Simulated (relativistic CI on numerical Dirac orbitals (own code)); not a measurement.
# Energy levels of Ir XXXII

Calculated at this level of theory: Dirac-Coulomb-Breit CI, orbitals from a KLI potential per configuration, QED by a radiative potential, unscaled Slater integrals (own radial code, finite nucleus).

CI space (outside the closed core [Ar] 3d10): 4s²4p⁶4d¹⁰, 4s²4p⁶4d⁹4f, 4s²4p⁵4d¹⁰4f, 4s4p⁶4d¹⁰4f, 4s²4p⁶4d⁹5s, 4s²4p⁶4d⁹5p, 4s²4p⁶4d⁹5d, 4s²4p⁵4d¹⁰5s, 4p⁶4d¹⁰4f², 4p⁶4d⁹4f³, 4p⁵4d¹⁰4f³, 4p⁶4d⁹4f²5s, 4p⁶4d⁹4f²5p, 4p⁶4d⁹4f²5d. Double excitations out of closed p, d and f shells are left out; levels of such configurations are missing from the list, as are those of other unlisted configurations, and high levels can miss mixing partners. These lack a partner that the ground configuration has and come out too high: 4s²4p⁵4d¹⁰5s.

| No. | Configuration | Term | J | E (eV) | % | Lifetime (s) | jj configuration (%) |
| --- | --- | --- | --- | --- | --- | --- | --- |
| 1 | 4s²4p⁶4d¹⁰ | ¹S | 0 | 0.000 | 100 |  | closed (100) |
| 2 | 4s²4p⁶4d⁹4f | ³P° | 0 | 204.843 | 100 |  | 4d5/2^5 4f5/2 (100) |
| 3 | 4s²4p⁶4d⁹4f | ³P° | 1 | 207.367 | 85 | 1.78e-09 | 4d5/2^5 4f5/2 (85) |
| 4 | 4s²4p⁶4d⁹4f | ³P° | 2 | 212.073 | 46 | 4.95e-05 | 4d5/2^5 4f5/2 (71) |
| 5 | 4s²4p⁶4d⁹4f | ³H° | 5 | 212.340 | 60 |  | 4d5/2^5 4f5/2 (99) |
| 6 | 4s²4p⁶4d⁹4f | ³H° | 6 | 215.285 | 100 | 5.56e-03 | 4d5/2^5 4f7/2 (100) |
| 7 | 4s²4p⁶4d⁹4f | ³F° | 3 | 215.644 | 58 | 5.37e-03 | 4d5/2^5 4f5/2 (89) |
| 8 | 4s²4p⁶4d⁹4f | ³G° | 4 | 216.514 | 45 | 4.12e-03 | 4d5/2^5 4f5/2 (96) |
| 9 | 4s²4p⁶4d⁹4f | ¹D° | 2 | 216.732 | 48 | 1.79e-05 | 4d5/2^5 4f7/2 (70) |
| 10 | 4s²4p⁶4d⁹4f | ³F° | 4 | 220.430 | 64 | 1.02e-03 | 4d5/2^5 4f7/2 (97) |
| 11 | 4s²4p⁶4d⁹4f | ³G° | 5 | 222.341 | 77 | 6.21e-04 | 4d5/2^5 4f7/2 (99) |
| 12 | 4s²4p⁶4d⁹4f | ³D° | 3 | 223.336 | 43 | 2.27e-04 | 4d5/2^5 4f7/2 (87) |
| 13 | 4s²4p⁶4d⁹4f | ³D° | 1 | 224.861 | 83 | 1.24e-11 | 4d5/2^5 4f7/2 (43) |
| 14 | 4s²4p⁶4d⁹4f | ³H° | 4 | 231.973 | 73 | 1.70e-05 | 4d3/2^3 4d5/2^6 4f5/2 (95) |
| 15 | 4s²4p⁶4d⁹4f | ¹D° | 2 | 233.307 | 51 | 1.51e-05 | 4d3/2^3 4d5/2^6 4f5/2 (68) |
| 16 | 4s²4p⁶4d⁹4f | ³D° | 2 | 236.122 | 47 | 1.55e-05 | 4d3/2^3 4d5/2^6 4f7/2 (67) |
| 17 | 4s²4p⁶4d⁹4f | ¹H° | 5 | 238.438 | 43 | 1.28e-05 | 4d3/2^3 4d5/2^6 4f7/2 (98) |
| 18 | 4s²4p⁶4d⁹4f | ³G° | 3 | 239.039 | 72 | 1.40e-05 | 4d3/2^3 4d5/2^6 4f5/2 (81) |
| 19 | 4s²4p⁶4d⁹4f | ¹F° | 3 | 241.945 | 48 | 1.28e-05 | 4d3/2^3 4d5/2^6 4f7/2 (79) |
| 20 | 4s²4p⁶4d⁹4f | ³G° | 4 | 242.360 | 48 | 1.40e-05 | 4d3/2^3 4d5/2^6 4f7/2 (98) |
| 21 | 4s²4p⁶4d⁹4f | ¹P° | 1 | 279.047 | 98 | 1.49e-13 | 4d3/2^3 4d5/2^6 4f5/2 (55) |
| 22 | 4s²4p⁶4d⁹5s | ³D | 3 | 413.479 | 100 | 1.35e-08 | 4d5/2^5 5s (100) |
| 23 | 4s²4p⁶4d⁹5s | ¹D | 2 | 414.584 | 55 | 2.08e-09 | 4d5/2^5 5s (100) |
| 24 | 4s²4p⁵4d¹⁰4f | ³D | 1 | 421.172 | 100 | 8.81e-13 | 4p3/2^3 4f5/2 (100) |
| 25 | 4s²4p⁵4d¹⁰4f | ³D | 2 | 425.135 | 75 | 8.69e-13 | 4p3/2^3 4f5/2 (78) |
| 26 | 4s²4p⁵4d¹⁰4f | ³G | 4 | 426.256 | 57 | 8.58e-13 | 4p3/2^3 4f5/2 (100) |
| 27 | 4s²4p⁵4d¹⁰4f | ³G | 5 | 428.809 | 100 | 8.66e-13 | 4p3/2^3 4f7/2 (100) |
| 28 | 4s²4p⁵4d¹⁰4f | ³F | 3 | 429.277 | 57 | 8.50e-13 | 4p3/2^3 4f5/2 (92) |
| 29 | 4s²4p⁵4d¹⁰4f | ¹F | 3 | 432.256 | 54 | 8.66e-13 | 4p3/2^3 4f7/2 (92) |
| 30 | 4s²4p⁶4d⁹5s | ³D | 1 | 433.973 | 100 | 1.29e-09 | 4d3/2^3 4d5/2^6 5s (100) |

Energies count from the lowest computed level; ° marks odd parity; lifetimes are radiative, by E1, M1, E2, M2, E3 decay to levels of this space only; some are left blank where a channel outside the calculation adds to the decay or the decay crosses a small, uncertain gap. Filled j subshells are mostly left out of the jj labels.

The mean weight of the leading LS term, summed over parents, in these 30 levels is 70 %, and that of the leading jj configuration (from the same eigenvectors) 88 %, so jj coupling describes them better and the LS labels are nominal.

At this charge energies of transitions that change n are usually good to better than 1 %, and those within a shell (Δn = 0) to a few per cent.

LS names give the leading component of a level, which can be under half, so a name can repeat, a term be missing and a line seem to break the LS rules.
